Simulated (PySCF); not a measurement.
**Sm⁺ (samarium, charge +1) across methods**

[Xe] 4f6 5d1, one real determinant (an excited configuration). Computed with PySCF 2.14 in x2c-TZVPPall (11s7p7d4f2g, 113 functions), with scalar relativity by spin-free X2C-1e.

| method | E (hartree) | mean ε 5p β (eV) | mean ε 4f α (eV) | mean ε 5d α (eV) | Σ⟨r²⟩ (bohr²) | ⟨S²⟩ |
| --- | --- | --- | --- | --- | --- | --- |
| PBE0 | -10426.05 | -27.441 | -10.253 | -7.490 | 51.69 | 15.753 |
| r2SCAN | -10426.42 | -26.267 | -7.876 | -6.850 | 51.48 | 15.756 |
| LDA | -10418.37 | -26.171 | -8.040 | -6.632 | 52.06 | 15.753 |
| UHF | -10422.51430 | -30.839 | -17.175 | -9.516 | 51.45 | 15.757 |
| PBE | -10426.10 | -25.904 | -7.828 | -6.658 | 52.22 | 15.753 |

⟨L²⟩ = 18.03 against 30 for a pure H term, so this real determinant mixes terms. Spin-orbit coupling, absent here, splits the open shell strongly.
